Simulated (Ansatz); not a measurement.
```yaml
crystal:
  periodic: [false, false, false]
  atoms:
    - {symbol: B, position_ang: [0.180246, -1.017416, -1.966951]}
    - {symbol: N, position_ang: [-0.223372, -0.575677, -0.695229]}
    - {symbol: Si, position_ang: [-0.740291, -1.836136, 0.417173]}
    - {symbol: Si, position_ang: [1.099682, -3.002072, 1.274613]}
    - {symbol: Si, position_ang: [-0.199812, 1.120145, -0.182267]}
    - {symbol: C, position_ang: [0.637152, 2.172471, -1.472351]}
    - {symbol: C, position_ang: [-1.962040, 1.688523, 0.066461]}
    - {symbol: C, position_ang: [0.745096, 1.219806, 1.428263]}
    - {symbol: H, position_ang: [0.560511, -0.246625, -2.801086]}
    - {symbol: H, position_ang: [0.143814, -2.194101, -2.219346]}
    - {symbol: H, position_ang: [-1.475771, -1.198196, 1.546329]}
    - {symbol: H, position_ang: [-1.679370, -2.764206, -0.264961]}
    - {symbol: H, position_ang: [1.885268, -3.614189, 0.169191]}
    - {symbol: H, position_ang: [0.657740, -4.079004, 2.203135]}
    - {symbol: H, position_ang: [1.987332, -2.068387, 2.021134]}
    - {symbol: H, position_ang: [0.095568, 2.167345, -2.420172]}
    - {symbol: H, position_ang: [0.680387, 3.205423, -1.114229]}
    - {symbol: H, position_ang: [1.659197, 1.840173, -1.666784]}
    - {symbol: H, position_ang: [-2.525453, 1.624375, -0.868027]}
    - {symbol: H, position_ang: [-2.479243, 1.082951, 0.814548]}
    - {symbol: H, position_ang: [-1.987775, 2.728423, 0.403931]}
    - {symbol: H, position_ang: [1.774720, 0.875467, 1.301460]}
    - {symbol: H, position_ang: [0.778783, 2.253297, 1.784372]}
    - {symbol: H, position_ang: [0.282629, 0.617210, 2.214095]}
basis:
  gaussian: {orbitals: def2-mTZVPP, fitting: {mean_field: def2-universal-jkfit}}
hamiltonian: {xc: {name: r2SCANh}, dispersion: d3bj}
output: {forces: true}
```

```sh
$ ansatz run in.yaml --threads 4 --pin off --events-out ev --progress --plain --max-ram 41984MiB --backend cpu
```

Shortened log:

```
Warning: the engine holds no damping parameters fitted to this dispersion correction and functional, so the run takes those fitted to r2scanh beside the three-body term, which d3bj leaves out (hamiltonian.dispersion, under Limitations)
Functional definition: r2SCANh
1049 factors; integrals over basis functions are off by at most 4.0e-1 eV
mean field evaluation 1: about -29151.9218 eV, gradient 9.3e1 eV
mean field evaluation 2: about -29129.2391 eV, gradient 1.3e2 eV
mean field evaluation 4: about -29170.3583 eV, gradient 6.7e0 eV
mean field evaluation 8: about -29170.4668 eV, gradient 1.4e-1 eV
mean field evaluation 16: about -29170.4668 eV, gradient 5.4e-5 eV
mean field -29170.46680347 eV, -1071.9948825751 hartree, gradient 5.4e-5 eV, S^2 0.000000; 0 other end points of the search recorded, 0 dependent functions left out
reference -29170.46682137 eV, -1071.9948832327 hartree; 44, 44 occupied and 217, 217 virtual orbitals, 1049 factors
Total energy: -29170.71716494 eV, -1072.0040831894 hartree
Atom 0 at     0.180246    -1.017416    -1.966951 Å, force     0.047704    -0.047004    -0.141465 eV/Å
Atom 1 at    -0.223372    -0.575677    -0.695229 Å, force    -0.000447     0.007335    -0.043520 eV/Å
Atom 2 at    -0.740291    -1.836136     0.417173 Å, force    -0.117916    -0.068606     0.092061 eV/Å
Atom 3 at     1.099682    -3.002072     1.274613 Å, force     0.069811    -0.050715     0.035970 eV/Å
Atom 4 at    -0.199812     1.120145    -0.182267 Å, force     0.003655     0.010676     0.001232 eV/Å
Atom 5 at     0.637152     2.172471    -1.472351 Å, force     0.017871     0.040186    -0.025774 eV/Å
Atom 6 at    -1.962040     1.688523     0.066461 Å, force    -0.041050     0.021358     0.008738 eV/Å
Atom 7 at     0.745096     1.219806     1.428263 Å, force     0.019950     0.011225     0.041730 eV/Å
Atom 8 at     0.560511    -0.246625    -2.801086 Å, force    -0.021761    -0.035255     0.046702 eV/Å
Atom 9 at     0.143814    -2.194101    -2.219346 Å, force     0.002620     0.064401     0.015850 eV/Å
Atom 10 at    -1.475771    -1.198196     1.546329 Å, force     0.025494    -0.029642    -0.049024 eV/Å
Atom 11 at    -1.679370    -2.764206    -0.264961 Å, force     0.036649     0.043325     0.032333 eV/Å
Atom 12 at     1.885268    -3.614189     0.169191 Å, force    -0.033000     0.027315     0.055649 eV/Å
Atom 13 at     0.657740    -4.079004     2.203135 Å, force     0.026956     0.049440    -0.042421 eV/Å
Atom 14 at     1.987332    -2.068387     2.021134 Å, force    -0.037525    -0.048384    -0.033092 eV/Å
Atom 15 at     0.095568     2.167345    -2.420172 Å, force     0.023213     0.009419     0.017902 eV/Å
Atom 16 at     0.680387     3.205423    -1.114229 Å, force     0.004640    -0.025731    -0.019821 eV/Å
Atom 17 at     1.659197     1.840173    -1.666784 Å, force    -0.022295     0.017056    -0.005694 eV/Å
Atom 18 at    -2.525453     1.624375    -0.868027 Å, force     0.000420     0.005268     0.027122 eV/Å
Atom 19 at    -2.479243     1.082951     0.814548 Å, force    -0.001291     0.026852    -0.019747 eV/Å
Atom 20 at    -1.987775     2.728423     0.403931 Å, force    -0.015085    -0.027120    -0.008365 eV/Å
Atom 21 at     1.774720     0.875467     1.301460 Å, force    -0.019051     0.009949     0.015620 eV/Å
Atom 22 at     0.778783     2.253297     1.784372 Å, force     0.007762    -0.030170     0.003518 eV/Å
Atom 23 at     0.282629     0.617210     2.214095 Å, force     0.022676     0.018821    -0.005507 eV/Å
Dipole moment:    -0.058154     0.281384     0.179938 e Å
```

Run time 7 s (4 threads of an AMD EPYC 7R13 on a shared host); peak host memory 0.76 GiB.
